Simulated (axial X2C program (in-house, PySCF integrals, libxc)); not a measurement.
# HfSe⁺: properties at the nuclei

Calculated with an axial X2C code built on PySCF integrals: two-component X2C with atomic mean-field Coulomb and Gaunt terms, Gaussian nuclei, basis Hf dyall-cv3z, Se dyall-cv3z with contracted cores.

R = 2.248 Å (near the PBE0 minimum at charge 1 of the determinant lowest at the starting distance; the state shown can have its own minimum elsewhere).

Determinant lowest in the PBE0 search, Ω = 1/2 (⟨Sz⟩ = 0.50, ⟨Lz⟩ = 0.00 at PBE0), spin on the atoms Hf 0.55, Se -0.06:

| level | Eeff magnitude (GV/cm) | Ws magnitude Hf (kHz) | A∥/gI Hf (MHz) | qzz Hf (a.u.) | A∥/gI Se (MHz) | qzz Se (a.u.) |
| --- | --- | --- | --- | --- | --- | --- |
| PBE0 | 20.8 | 36.2 | 10500 | -5.67 | 153 | -1.66 |
| HF | 23 | 38.8 | 10700 | -5.11 | 101 | -2.16 |
| BHandHLYP | 22.1 | 38.3 | 10600 | -5.47 | 120 | -1.64 |
| B3LYP | 22 | 38.4 | 10400 | -5.83 | 141 | -1.54 |
| LDA | 21.7 | 37.9 | 10600 | -6.14 | 168 | -1.56 |

Eeff is the effective electric field on the electron electric dipole moment in this Ω state and Ws the scalar–pseudoscalar constant of the nucleus named (defined with the proton number Z and per Ω); A∥ (defined per Ω) follows by multiplying with gI = μI/(I μN); qzz is the electric field gradient, eQq0 = 234.96 MHz × Q/barn × qzz. The operators were transformed with the bare-nucleus X2C matrices; with these basis sets, hyperfine constants and field gradients can be off by tens of per cent, and where levels differ in sign neither size nor sign is settled.

With gI(177Hf) = 0.2267, Q(177Hf) = 3.365 barn, gI(77Se) = 1.0701 (g factors from the IAEA table of nuclear moments by Stone; Q from Pyykkö, Mol. Phys. 2018), turn the PBE0 values of the first state into constants in MHz.

A∥(177Hf) = 10500 × 0.2267 = 2380 MHz; eQq0(177Hf) = 234.96 × (3.365) × (-5.67) = -4480 MHz; A∥(77Se) = 153 × 1.0701 = 164 MHz.

Each state is one determinant with collinear spin. Unrestricted Hartree–Fock can overshoot spin polarisation at the nuclei. The search compared states at one distance, so a state with another bond length can lie lower. Further determinants of the search, some of them spin-mixed, are not shown.
